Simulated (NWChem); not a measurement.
Everything below was run with NWChem. System: thiourea (CH$_{4}$N$_{2}$S), charge 0, spin multiplicity 1, at a geometry optimised with B3LYP/def2-SVP. Level: MP2/def2-TZVP, 8 core orbitals frozen.

Part of the output:

```
             Northwest Computational Chemistry Package (NWChem) 7.3.0
             --------------------------------------------------------

                                NWChem Input Module
                                -------------------

 Scaling coordinates for geometry "geometry" by  1.889725989
 (inverse scale =  0.529177249)

 Turning off AUTOSYM since
 SYMMETRY directive was detected!

                             Geometry "geometry" -> ""
                             -------------------------

 Output coordinates in angstroms (scale by  1.889725989 to convert to a.u.)

  No.       Tag          Charge          X              Y              Z
 ---- ---------------- ---------- -------------- -------------- --------------
    1 N                    7.0000    -1.09651600    -0.35160800    -1.04876900
    2 C                    6.0000     0.00000000     0.00000000    -0.31534600
    3 N                    7.0000     1.09651600     0.35160800    -1.04876900
    4 S                   16.0000     0.00000000     0.00000000     1.35340800
    5 H                    1.0000    -1.18955100    -0.05457100    -2.01466400
    6 H                    1.0000    -1.95243000    -0.48551400    -0.52517500
    7 H                    1.0000     1.18955100     0.05457100    -2.01466400
    8 H                    1.0000     1.95243000     0.48551400    -0.52517500

 Effective nuclear repulsion energy (a.u.)     156.9925954962

            Nuclear Dipole moment (a.u.)
            ----------------------------
        X                 Y               Z
 ---------------- ---------------- ----------------
     0.0000000000     0.0000000000     0.0000151178

      Symmetry information
      --------------------

 Group name             C2
 Group number              4
 Group order               2
 No. of unique centers     5

      Symmetry unique atoms

     1    2    4    5    6


 Summary of "ao basis" -> "" (spherical)
 ------------------------------------------------------------------------------
       Tag                 Description            Shells   Functions and Types
 ---------------- ------------------------------  ------  ---------------------
 *                         def2-tzvp                  on all atoms

 Summary of "ao basis" -> "ao basis" (spherical)
 ------------------------------------------------------------------------------
       Tag                 Description            Shells   Functions and Types
 ---------------- ------------------------------  ------  ---------------------
 N                         def2-tzvp                11       31   5s3p2d1f
 C                         def2-tzvp                11       31   5s3p2d1f
 S                         def2-tzvp                13       37   5s5p2d1f
 H                         def2-tzvp                 4        6   3s1p

                                 NWChem SCF Module
                                 -----------------

  ao basis        = "ao basis"
  functions       =   154
  atoms           =     8
  closed shells   =    20
  open shells     =     0
  charge          =   0.00
  wavefunction    = RHF
  use symmetry    = T
  symmetry adapt  = T

 Summary of "ao basis" -> "ao basis" (spherical)
 ------------------------------------------------------------------------------
       Tag                 Description            Shells   Functions and Types
 ---------------- ------------------------------  ------  ---------------------
 N                         def2-tzvp                11       31   5s3p2d1f
 C                         def2-tzvp                11       31   5s3p2d1f
 S                         def2-tzvp                13       37   5s5p2d1f
 H                         def2-tzvp                 4        6   3s1p

      Symmetry analysis of basis
      --------------------------

        a          79
        b          75

 Forming initial guess at       0.1s

      Superposition of Atomic Density Guess
      -------------------------------------

 Sum of atomic energies:        -545.77316997

      Non-variational initial energy
      ------------------------------

 Total energy =    -547.866418
 1-e energy   =   -1060.946240
 2-e energy   =     356.087226
[...]
  ----- ------------  ---------------      ----- ------------  ---------------
   109      0.442550  4 S  py               112      0.347416  4 S  py
   106      0.202870  4 S  py               100     -0.162132  4 S  py

 Vector   20  Occ=2.000000D+00  E=-3.213029D-01  Symmetry=b
              MO Center= -1.1D-13,  3.5D-15,  1.1D+00, r^2= 2.0D+00
   Bfn.  Coefficient  Atom+Function         Bfn.  Coefficient  Atom+Function
  ----- ------------  ---------------      ----- ------------  ---------------
   108      0.477400  4 S  px               111      0.393756  4 S  px
   105      0.222484  4 S  px                99     -0.175207  4 S  px

 Vector   21  Occ=0.000000D+00  E= 1.080142D-01  Symmetry=a
              MO Center= -1.1D-15,  6.8D-16, -2.1D+00, r^2= 6.0D+00
   Bfn.  Coefficient  Atom+Function         Bfn.  Coefficient  Atom+Function
  ----- ------------  ---------------      ----- ------------  ---------------
     5      1.684897  1 N  s                 67      1.684897  3 N  s
   133     -1.269919  5 H  s                145     -1.269919  7 H  s
    36     -0.689463  2 C  s                139     -0.564884  6 H  s
   151     -0.564884  8 H  s                 98      0.336831  4 S  s
    14     -0.304115  1 N  pz                76     -0.304115  3 N  pz

 Vector   22  Occ=0.000000D+00  E= 1.324566D-01  Symmetry=b
              MO Center=  4.5D-13, -2.8D-13, -5.6D-01, r^2= 5.1D+00
   Bfn.  Coefficient  Atom+Function         Bfn.  Coefficient  Atom+Function
  ----- ------------  ---------------      ----- ------------  ---------------
   133      0.904344  5 H  s                145     -0.904344  7 H  s
    43      0.620410  2 C  px                 5     -0.514215  1 N  s
    67      0.514215  3 N  s                112      0.454060  4 S  py
   139      0.445311  6 H  s                151     -0.445311  8 H  s
    44     -0.436006  2 C  py                14      0.352386  1 N  pz

 Vector   23  Occ=0.000000D+00  E= 1.609662D-01  Symmetry=b
              MO Center=  4.3D-14, -9.1D-14, -1.0D+00, r^2= 7.9D+00
   Bfn.  Coefficient  Atom+Function         Bfn.  Coefficient  Atom+Function
  ----- ------------  ---------------      ----- ------------  ---------------
   133     -1.095769  5 H  s                145      1.095769  7 H  s
     5      1.062074  1 N  s                 67     -1.062074  3 N  s
   139     -1.046987  6 H  s                151      1.046987  8 H  s
    44     -0.564672  2 C  py                12     -0.406982  1 N  px
    74     -0.406982  3 N  px                13      0.287363  1 N  py

 center of mass
 --------------
 x =  -0.00000000 y =  -0.00000000 z =   0.12420175

 moments of inertia (a.u.)
 ------------------
         367.511573345716         -45.849390384004           0.000000000000
         -45.849390384004         511.302091977624          -0.000000000000
           0.000000000000          -0.000000000000         171.955414553946

  Mulliken analysis of the total density
  --------------------------------------

    Atom       Charge   Shell Charges
 -----------   ------   -------------------------------------------------------
    1 N    7     7.52   0.82  1.16  0.50  0.83  0.15  1.53  1.80  0.69  0.01  0.04  0.00
    2 C    6     5.67   0.86  1.12  0.52  0.54  0.06  1.12  1.03  0.15  0.04  0.20  0.02
    3 N    7     7.52   0.82  1.16  0.50  0.83  0.15  1.53  1.80  0.69  0.01  0.04  0.00
    4 S   16    16.38   2.01  0.49  1.48  1.03  0.78  4.18  1.69  0.89  2.29  1.44  0.03  0.05  0.01
    5 H    1     0.74   0.25  0.40  0.05  0.04
    6 H    1     0.72   0.25  0.38  0.05  0.04
    7 H    1     0.74   0.25  0.40  0.05  0.04
    8 H    1     0.72   0.25  0.38  0.05  0.04

       Multipole analysis of the density wrt the origin
       ------------------------------------------------

     L   x y z        total         open         nuclear
     -   - - -        -----         ----         -------
     0   0 0 0     -0.000000      0.000000     40.000000

     1   1 0 0      0.000000      0.000000      0.000000
     1   0 1 0      0.000000      0.000000      0.000000
     1   0 0 1     -2.143386      0.000000      0.000015

     2   2 0 0    -18.782909      0.000000     97.443245
     2   1 1 0      0.575884      0.000000     26.509108
     2   1 0 1      0.000000      0.000000     -0.000000
     2   0 2 0    -26.319996      0.000000      7.885618
     2   0 1 1     -0.000000      0.000000     -0.000000
     2   0 0 2    -21.679011      0.000000    192.738410

                   NWChem MP2 Semi-direct Energy/Gradient Module
                   ---------------------------------------------

  Basis functions       =    154
  Molecular orbitals    =    154
  Frozen core           =      8
  Frozen virtuals       =      0
  Active alpha occupied =     12
  Active beta occupied  =     12
  Active alpha virtual  =    134
  Active beta virtual   =    134
  Use MO symmetry       = T
  Use skeleton AO sym   = T

  AO/Fock/Back tols     =   1.0D-09  1.0D-09  1.0D-09

 GA uses MA = F    GA memory limited = T

 Available:
  local mem=  1.26D+08
 global mem=  1.44D+08
 local disk=  0.00D+00
  mp2_memr nvloc                   134
  nvloc new                   134
   1 passes of  12:        5242880                     128748                  63799072.
   1 passes of  12: M    126148368           G      144131768           F     120905488.

 Semi-direct pass number   1 of   1  for RHF alpha+beta  at       15.8s
  vrange nnbf                 11662
  mp2_eaftype                   243  avail_ma_in_mb                  1099
 EAF : mp2_eaftype filesize         243   31899536.
  mp2_eaf for mointskh                    243
Node 0 wrote    150.0 Mb in      0.0 s     Agg I/O rate:  3037.7 Mb/s
 Done moints_semi at       36.5s
  mp2_eaftype                   243  avail_ma_in_mb                   856
 EAF : mp2_eaftype filesize         243   31899536.
  mp2_eaf for kh                   243
 Done maket at       37.4s
 Done multipass loop at       37.4s

          -------------------------------------------
          SCF energy                -546.711429859810
          Correlation energy          -0.734725343230
          Singlet pairs               -0.456471903949
          Triplet pairs               -0.278253439281
          Total MP2 energy          -547.446155203039
          -------------------------------------------

          ---------------------------------------------------
                    Spin Component Scaled (SCS) MP2
          Same spin pairs                     -0.185502292854
          Same spin scaling factor             0.333333333333
          Opposite spin pairs                 -0.549223050376
          Opposite spin scaling fact.          1.200000000000
          SCS-MP2 correlation energy          -0.720901758069
          Total SCS-MP2 energy              -547.432331617879
          ---------------------------------------------------

 -----------------------
 Performance information
 -----------------------

 Timer overhead =  2.62D-07 seconds/call

               Nr. of calls         CPU time (s)                 Wall time (s)                GFlops
             ---------------    -------------------     ------------------------------   -------------------
Name         Min   Avg   Max    Min     Avg     Max     Min     Avg     Max   Mx/calls   Min     Max     Sum
mp2: moin     1     1     1    21.     21.     21.      21.     21.     21.     21.      0.0     0.0     0.0
mp2: make     1     1     1   0.92    0.92    0.92     0.92    0.92    0.92    0.92      0.0     0.0     0.0
mp2: tota     1     1     1    22.     22.     22.      22.     22.     22.     22.      0.0     0.0     0.0

 The average no. of pstat calls per process was 3.00D+00
 with a timing overhead of 7.86D-07s

 Task  times  cpu:       37.4s     wall:       37.4s

 Total times  cpu:       37.4s     wall:       37.4s
```

Question: Write an NWChem input that would produce this output.

Answer: One answer among several that fit: 
```
start mol
memory heap 200 mb stack 900 mb global 1100 mb
geometry units angstroms nocenter noautoz
  N     -1.096516    -0.351608    -1.048769
  C      0.000000     0.000000    -0.315346
  N      1.096516     0.351608    -1.048769
  S      0.000000     0.000000     1.353408
  H     -1.189551    -0.054571    -2.014664
  H     -1.952430    -0.485514    -0.525175
  H      1.189551     0.054571    -2.014664
  H      1.952430     0.485514    -0.525175
  symmetry group C2
end
basis spherical
  * library def2-tzvp
end
scf
  rhf
  nopen 0
  maxiter 100
  thresh 1e-7
  semidirect memsize 60000000 filesize 0
end
mp2
  freeze core 8
end
task mp2 energy
```
